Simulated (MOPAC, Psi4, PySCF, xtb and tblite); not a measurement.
Conformational energy of SMILES C#CC[SiH2]Br. Scanned: dihedral C2–C3–Si4–Br5; all other coordinates were relaxed at GFN2-xTB. Points at φ and −φ are mirror images. Heavy atoms are numbered in the order of the SMILES C#CC[SiH2]Br, hydrogens after them in the order of the atoms that carry them; the mirror image has the same energies with the sign of each dihedral reversed.

Levels of theory: RKS-B3LYP/3-21G = restricted B3LYP/3-21G // GFN2-xTB in PySCF; GFN2-xTB (xtb and tblite); AM1, restricted, heats of formation // GFN2-xTB (MOPAC); MP2/cc-pVTZ = DF-MP2 (frozen core)/cc-pVTZ // GFN2-xTB in Psi4 1.11.

Energies relative to the lowest point of each profile, in mEh; the last columns give the difference from MP2:

```json
[
 {"φ / °": "-160", "RKS-B3LYP/3-21G": "—", "GFN2-xTB": "0.5", "AM1": "0.3", "MP2/cc-pVTZ": "0.9", "RKS-B3LYP/3-21G − MP2/cc-pVTZ": "—", "GFN2-xTB − MP2/cc-pVTZ": "-0.5", "AM1 − MP2/cc-pVTZ": "-0.6"},
 {"φ / °": "-140", "RKS-B3LYP/3-21G": "0.6", "GFN2-xTB": "1.4", "AM1": "0.9", "MP2/cc-pVTZ": "2.8", "RKS-B3LYP/3-21G − MP2/cc-pVTZ": "-2.3", "GFN2-xTB − MP2/cc-pVTZ": "-1.4", "AM1 − MP2/cc-pVTZ": "-1.9"},
 {"φ / °": "-120", "RKS-B3LYP/3-21G": "1.6", "GFN2-xTB": "2.1", "AM1": "1.3", "MP2/cc-pVTZ": "3.9", "RKS-B3LYP/3-21G − MP2/cc-pVTZ": "-2.3", "GFN2-xTB − MP2/cc-pVTZ": "-1.8", "AM1 − MP2/cc-pVTZ": "-2.5"},
 {"φ / °": "-100", "RKS-B3LYP/3-21G": "1.1", "GFN2-xTB": "1.9", "AM1": "1.2", "MP2/cc-pVTZ": "3.0", "RKS-B3LYP/3-21G − MP2/cc-pVTZ": "-2.0", "GFN2-xTB − MP2/cc-pVTZ": "-1.2", "AM1 − MP2/cc-pVTZ": "-1.9"},
 {"φ / °": "-80", "RKS-B3LYP/3-21G": "0.0", "GFN2-xTB": "1.3", "AM1": "0.8", "MP2/cc-pVTZ": "1.4", "RKS-B3LYP/3-21G − MP2/cc-pVTZ": "-1.4", "GFN2-xTB − MP2/cc-pVTZ": "-0.1", "AM1 − MP2/cc-pVTZ": "-0.6"},
 {"φ / °": "-60", "RKS-B3LYP/3-21G": "0.0", "GFN2-xTB": "1.1", "AM1": "0.9", "MP2/cc-pVTZ": "0.7", "RKS-B3LYP/3-21G − MP2/cc-pVTZ": "-0.7", "GFN2-xTB − MP2/cc-pVTZ": "0.3", "AM1 − MP2/cc-pVTZ": "0.1"},
 {"φ / °": "-40", "RKS-B3LYP/3-21G": "1.5", "GFN2-xTB": "1.7", "AM1": "1.5", "MP2/cc-pVTZ": "2.1", "RKS-B3LYP/3-21G − MP2/cc-pVTZ": "-0.6", "GFN2-xTB − MP2/cc-pVTZ": "-0.4", "AM1 − MP2/cc-pVTZ": "-0.6"},
 {"φ / °": "-20", "RKS-B3LYP/3-21G": "3.4", "GFN2-xTB": "2.7", "AM1": "2.4", "MP2/cc-pVTZ": "4.3", "RKS-B3LYP/3-21G − MP2/cc-pVTZ": "-0.9", "GFN2-xTB − MP2/cc-pVTZ": "-1.6", "AM1 − MP2/cc-pVTZ": "-1.9"},
 {"φ / °": "0", "RKS-B3LYP/3-21G": "4.2", "GFN2-xTB": "3.2", "AM1": "2.8", "MP2/cc-pVTZ": "5.4", "RKS-B3LYP/3-21G − MP2/cc-pVTZ": "-1.1", "GFN2-xTB − MP2/cc-pVTZ": "-2.2", "AM1 − MP2/cc-pVTZ": "-2.5"},
 {"φ / °": "20", "RKS-B3LYP/3-21G": "3.4", "GFN2-xTB": "2.7", "AM1": "2.4", "MP2/cc-pVTZ": "4.3", "RKS-B3LYP/3-21G − MP2/cc-pVTZ": "-0.9", "GFN2-xTB − MP2/cc-pVTZ": "-1.6", "AM1 − MP2/cc-pVTZ": "-1.9"},
 {"φ / °": "40", "RKS-B3LYP/3-21G": "1.5", "GFN2-xTB": "1.7", "AM1": "1.5", "MP2/cc-pVTZ": "2.1", "RKS-B3LYP/3-21G − MP2/cc-pVTZ": "-0.6", "GFN2-xTB − MP2/cc-pVTZ": "-0.4", "AM1 − MP2/cc-pVTZ": "-0.6"},
 {"φ / °": "60", "RKS-B3LYP/3-21G": "0.0", "GFN2-xTB": "1.1", "AM1": "0.9", "MP2/cc-pVTZ": "0.7", "RKS-B3LYP/3-21G − MP2/cc-pVTZ": "-0.7", "GFN2-xTB − MP2/cc-pVTZ": "0.3", "AM1 − MP2/cc-pVTZ": "0.1"},
 {"φ / °": "80", "RKS-B3LYP/3-21G": "0.0", "GFN2-xTB": "1.3", "AM1": "0.8", "MP2/cc-pVTZ": "1.4", "RKS-B3LYP/3-21G − MP2/cc-pVTZ": "-1.4", "GFN2-xTB − MP2/cc-pVTZ": "-0.1", "AM1 − MP2/cc-pVTZ": "-0.6"},
 {"φ / °": "100", "RKS-B3LYP/3-21G": "1.1", "GFN2-xTB": "1.9", "AM1": "1.2", "MP2/cc-pVTZ": "3.0", "RKS-B3LYP/3-21G − MP2/cc-pVTZ": "-2.0", "GFN2-xTB − MP2/cc-pVTZ": "-1.2", "AM1 − MP2/cc-pVTZ": "-1.9"},
 {"φ / °": "120", "RKS-B3LYP/3-21G": "1.6", "GFN2-xTB": "2.1", "AM1": "1.3", "MP2/cc-pVTZ": "3.9", "RKS-B3LYP/3-21G − MP2/cc-pVTZ": "-2.3", "GFN2-xTB − MP2/cc-pVTZ": "-1.8", "AM1 − MP2/cc-pVTZ": "-2.5"},
 {"φ / °": "140", "RKS-B3LYP/3-21G": "0.6", "GFN2-xTB": "1.4", "AM1": "0.9", "MP2/cc-pVTZ": "2.8", "RKS-B3LYP/3-21G − MP2/cc-pVTZ": "-2.3", "GFN2-xTB − MP2/cc-pVTZ": "-1.4", "AM1 − MP2/cc-pVTZ": "-1.9"},
 {"φ / °": "160", "RKS-B3LYP/3-21G": "—", "GFN2-xTB": "0.5", "AM1": "0.3", "MP2/cc-pVTZ": "0.9", "RKS-B3LYP/3-21G − MP2/cc-pVTZ": "—", "GFN2-xTB − MP2/cc-pVTZ": "-0.5", "AM1 − MP2/cc-pVTZ": "-0.6"},
 {"φ / °": "180", "RKS-B3LYP/3-21G": "—", "GFN2-xTB": "0.0", "AM1": "0.0", "MP2/cc-pVTZ": "0.0", "RKS-B3LYP/3-21G − MP2/cc-pVTZ": "—", "GFN2-xTB − MP2/cc-pVTZ": "0.0", "AM1 − MP2/cc-pVTZ": "0.0"}
]
```

RKS-B3LYP/3-21G is furthest from MP2/cc-pVTZ at -120 (-2.3 mEh, below); its mean absolute difference over the points is 1.4 mEh.

GFN2-xTB is furthest from MP2/cc-pVTZ at 0 (-2.2 mEh, below); its mean absolute difference over the points is 0.9 mEh.

AM1 is furthest from MP2/cc-pVTZ at -120 (-2.5 mEh, below); its mean absolute difference over the points is 1.3 mEh.

Dashes: no converged value, or the column stops at the first point that the program doubted or that broke a chosen test of continuity, which isn't proof of a fault.
